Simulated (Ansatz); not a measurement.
A made-up structure of CH5GeO (charge +1), closed shell:

C1  (-0.598, 0.408, -0.596)
O2  (-0.281, 0.649, 0.833)
Ge3  (0.537, -0.996, 0.028)
H4  (-0.716, 0.664, 1.700)
H5  (-0.184, 1.162, -1.258)
H6  (0.225, 1.462, 0.980)
H7  (-0.070, -2.162, 0.785)
H8  (2.036, -0.766, -0.063)
(Å)

It is relaxed with PBE-D4/def2-SVP and then PBE0-D4/def2-TZVP (Ansatz 0.2.0). Atoms count as bonded within 1.22 times the sum of their covalent radii (H–H: 0.88 Å). The end point is not checked to be a true minimum.

Q: Does its bonding change? (Judge from chemistry; the calculation decides.)

A: The calculation gives: Yes. Formed: none; broken: O2–Ge3.

Where it ends: The first stage lowers the energy by 3.73 eV in 16 steps. It ends as CH₅GeO ([OH2][CH][GeH2]), total charge +1:
```xyz
8
angstrom
C -0.3044 0.1992 -0.0248
O 0.0268 1.3003 0.9020
Ge 0.6471 -1.3082 0.0582
H -0.6847 1.5151 1.5315
H -1.1286 0.4636 -0.6720
H 0.3463 2.1071 0.4598
H 0.2723 -2.4098 -0.9106
H 1.7731 -1.4473 1.0647
```

Labels in which every atom is bracketed show which atoms are joined, not bond orders.

For scale, one of the runs: PBE0-D4/def2-TZVP relaxation, 140 basis functions, launched by `ansatz run in.yaml --threads 2 --pin off --events-out ev --progress --plain --max-ram 4352MiB`. The run took about 13 s on 2 CPU threads of an Arm Neoverse V2 (shared host).
